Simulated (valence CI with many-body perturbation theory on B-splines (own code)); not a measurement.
Dy61+: electric-dipole lines

Computed by configuration interaction combined with many-body perturbation theory (CI+MBPT): three valence electrons over a frozen Dirac-Fock core [He], a basis of 11 s, 11 p, 10 d, 8 f, 5 g, 2 h functions for each j, with the one-electron correlation potential Σ1 (screened to all orders), the two-electron term Σ2, the three-electron term Σ3, Breit, model QED; selected single and double excitations, second order for the rest, scaled by the run's own slope (own B-spline code, finite nucleus).

No measured spectrum was set against this ion. As an estimate, large intervals hold to a few tenths of a per cent, small ones and those within an open d or f shell to about a per cent.

Lines 101 to 150 of 576 in falling wavelength, among levels below 95273 × 10³ cm⁻¹, chosen from the strongest by gf and those to the six lowest levels. Wavelengths and rates use the calculated energies. Electric multipoles are in the length gauge with retardation, E1 and E2 with the static RPA response of the core. Weak lines are less certain than strong ones. Lines between different terms over intervals too small for the method are left out, as are lines whose strength nearly cancels.

Levels are named by their leading jj configuration (3d3/2^4 stands for four electrons in 3d with j = 3/2), which in mixed levels can hold well under half, so a name can repeat and another be missing. Letters in brackets count levels of one name in rising energy.

| λ vac (nm) | Upper | Lower | A (s⁻¹) | S (a.u.) |
| --- | --- | --- | --- | --- |
| 3.907 | (2p1/2 2p3/2 3p3/2) J=5/2 [a] | (2p1/2 2p3/2 3s) J=3/2 [a] | 3.71e+11 | 6.55e-02 |
| 3.906 | (2s 2p3/2 3p3/2) J=5/2 [b] | (2s 2p3/2 3s) J=3/2 [b] | 4.10e+11 | 7.24e-02 |
| 3.898 | (2p1/2 2p3/2 3d3/2) J=1/2 [a] | (2p1/2 2p3/2 3p1/2) J=1/2 | 2.27e+11 | 1.33e-02 |
| 3.881 | (2p1/2 2p3/2 3p3/2) J=7/2 | (2p1/2 2p3/2 3s) J=5/2 | 3.46e+11 | 7.98e-02 |
| 3.872 | (2s 2p1/2 3p3/2) J=1/2 | (2s 2p1/2 3s) J=1/2 [b] | 3.81e+11 | 2.18e-02 |
| 3.871 | (2p1/2 2p3/2 3p3/2) J=3/2 [a] | (2p1/2 2p3/2 3s) J=1/2 | 1.10e+11 | 1.26e-02 |
| 3.860 | (2p3/2^2 3p3/2) J=3/2 [b] | (2p3/2^2 3s) J=1/2 | 4.03e+11 | 4.58e-02 |
| 3.858 | (2s 2p3/2 3p3/2) J=7/2 | (2s 2p3/2 3s) J=5/2 | 4.34e+11 | 9.85e-02 |
| 3.819 | (2p1/2 2p3/2 3p3/2) J=3/2 [b] | (2p1/2 2p3/2 3s) J=3/2 [b] | 2.03e+11 | 2.23e-02 |
| 3.808 | (2p1/2 2p3/2 3d3/2) J=5/2 [b] | (2p1/2 2p3/2 3p1/2) J=5/2 | 1.07e+11 | 1.76e-02 |
| 3.796 | (2s 2p3/2 3p3/2) J=5/2 [a] | (2s 2p3/2 3s) J=3/2 [a] | 2.10e+11 | 3.40e-02 |
| 3.778 | (2s 2p1/2 3d3/2) J=3/2 [b] | (2s 2p1/2 3p1/2) J=3/2 | 1.35e+11 | 1.44e-02 |
| 3.740 | (2s 2p1/2 3p3/2) J=3/2 [a] | (2s 2p1/2 3s) J=1/2 [a] | 4.45e+11 | 4.60e-02 |
| 3.740 | (2s 2p3/2 3p3/2) J=1/2 [a] | (2s 2p3/2 3s) J=3/2 [a] | 4.41e+11 | 2.28e-02 |
| 3.719 | (2s 2p3/2 3p3/2) J=3/2 [b] | (2s 2p3/2 3s) J=3/2 [b] | 2.15e+11 | 2.19e-02 |
| 3.719 | (2s 2p3/2 3p3/2) J=3/2 [a] | (2s 2p3/2 3s) J=5/2 | 1.07e+11 | 1.09e-02 |
| 3.718 | (2s^2 3p3/2) J=3/2 | (2s^2 3s) J=1/2 | 4.91e+11 | 4.98e-02 |
| 3.701 | (2p1/2^2 3p3/2) J=3/2 | (2p1/2^2 3s) J=1/2 | 3.83e+11 | 3.84e-02 |
| 3.696 | (2p1/2 2p3/2 3p3/2) J=5/2 [b] | (2p1/2 2p3/2 3s) J=3/2 [b] | 2.09e+11 | 3.13e-02 |
| 3.689 | (2p1/2^2 2p3/2) J=3/2 | (2s 2p1/2 2p3/2) J=3/2 [a] | 1.80e+10 | 1.79e-03 |
| 3.685 | (2s 2p1/2 3p3/2) J=5/2 | (2s 2p1/2 3s) J=3/2 | 4.49e+11 | 6.66e-02 |
| 3.661 | (2s 2p3/2 3p3/2) J=3/2 [b] | (2s 2p3/2 3s) J=1/2 | 3.00e+11 | 2.91e-02 |
| 3.656 | (2s 2p1/2 3p3/2) J=3/2 [b] | (2s 2p1/2 3s) J=3/2 | 2.42e+11 | 2.34e-02 |
| 3.637 | (2p1/2 2p3/2 3p3/2) J=3/2 [b] | (2p1/2 2p3/2 3s) J=1/2 | 1.38e+11 | 1.31e-02 |
| 3.624 | (2s 2p3/2 3p3/2) J=1/2 [b] | (2s 2p3/2 3s) J=1/2 | 4.21e+11 | 1.98e-02 |
| 3.607 | (2p1/2 2p3/2 3p3/2) J=5/2 [b] | (2p1/2 2p3/2 3s) J=5/2 | 2.29e+11 | 3.18e-02 |
| 3.563 | (2p3/2^2 3p3/2) J=3/2 [a] | (2p3/2^2 3s) J=3/2 | 4.32e+11 | 3.86e-02 |
| 3.552 | (2p1/2 2p3/2 3p3/2) J=3/2 [b] | (2p1/2 2p3/2 3s) J=3/2 [a] | 1.25e+11 | 1.11e-02 |
| 3.541 | (2s 2p3/2 3p3/2) J=5/2 [a] | (2s 2p3/2 3s) J=5/2 | 3.16e+11 | 4.16e-02 |
| 3.501 | (2p1/2 2p3/2 3p3/2) J=1/2 [b] | (2p1/2 2p3/2 3s) J=3/2 [b] | 4.76e+11 | 2.02e-02 |
| 3.461 | (2p3/2^2 3p3/2) J=3/2 [a] | (2p3/2^2 3s) J=5/2 | 1.19e+11 | 9.72e-03 |
| 1.213 | (2p3/2^2 3p3/2) J=5/2 | (2s 2p3/2 3p3/2) J=3/2 [b] | 1.43e+12 | 7.54e-03 |
| 1.213 | (2p3/2^2 3d5/2) J=7/2 | (2s 2p3/2 3d5/2) J=5/2 [b] | 9.94e+11 | 7.00e-03 |
| 1.205 | (2p3/2^2 3d3/2) J=5/2 | (2s 2p3/2 3d5/2) J=3/2 [a] | 5.75e+11 | 2.98e-03 |
| 1.199 | (2p3/2^2 3d5/2) J=1/2 | (2s 2p3/2 3d5/2) J=3/2 [b] | 1.96e+12 | 3.33e-03 |
| 1.195 | (2p3/2^2 3d5/2) J=7/2 | (2s 2p3/2 3d5/2) J=7/2 [b] | 7.31e+11 | 4.92e-03 |
| 1.194 | (2p3/2^2 3p3/2) J=7/2 | (2s 2p3/2 3p3/2) J=5/2 [b] | 2.47e+12 | 1.66e-02 |
| 1.194 | (2p3/2^2 3p3/2) J=5/2 | (2s 2p3/2 3p3/2) J=5/2 [b] | 5.94e+11 | 2.99e-03 |
| 1.194 | (2p3/2^2 3d5/2) J=9/2 | (2s 2p3/2 3d5/2) J=7/2 [b] | 2.17e+12 | 1.82e-02 |
| 1.188 | (2p3/2^2 3s) J=5/2 | (2s 2p3/2 3s) J=3/2 [b] | 2.27e+12 | 1.13e-02 |
| 1.187 | (2p3/2^2 3d3/2) J=5/2 | (2s 2p3/2 3d3/2) J=5/2 [b] | 7.84e+11 | 3.88e-03 |
| 1.186 | (2p3/2^2 3d3/2) J=7/2 | (2s 2p3/2 3d3/2) J=5/2 [b] | 2.08e+12 | 1.37e-02 |
| 1.185 | (2s 2p3/2^2) J=5/2 | (2s^2 2p3/2) J=3/2 | 8.66e+11 | 4.27e-03 |
| 1.184 | (2p3/2^2 3p1/2) J=3/2 | (2s 2p3/2 3p1/2) J=1/2 | 2.11e+12 | 6.91e-03 |
| 1.183 | (2p3/2^2 3p1/2) J=5/2 | (2s 2p3/2 3p1/2) J=3/2 [b] | 2.44e+12 | 1.19e-02 |
| 1.177 | (2p3/2^2 3s) J=3/2 | (2s 2p3/2 3s) J=3/2 [b] | 9.55e+11 | 3.07e-03 |
| 1.172 | (2p3/2^2 3d5/2) J=5/2 [a] | (2s 2p3/2 3d5/2) J=3/2 [b] | 1.24e+12 | 5.91e-03 |
| 1.171 | (2p3/2^2 3d3/2) J=3/2 [a] | (2s 2p3/2 3d3/2) J=3/2 [b] | 1.07e+12 | 3.39e-03 |
| 1.171 | (2p3/2^2 3s) J=3/2 | (2s 2p3/2 3s) J=1/2 | 2.02e+12 | 6.39e-03 |
| 1.170 | (2p3/2^2 3d3/2) J=5/2 | (2s 2p3/2 3d3/2) J=3/2 [b] | 1.17e+12 | 5.56e-03 |
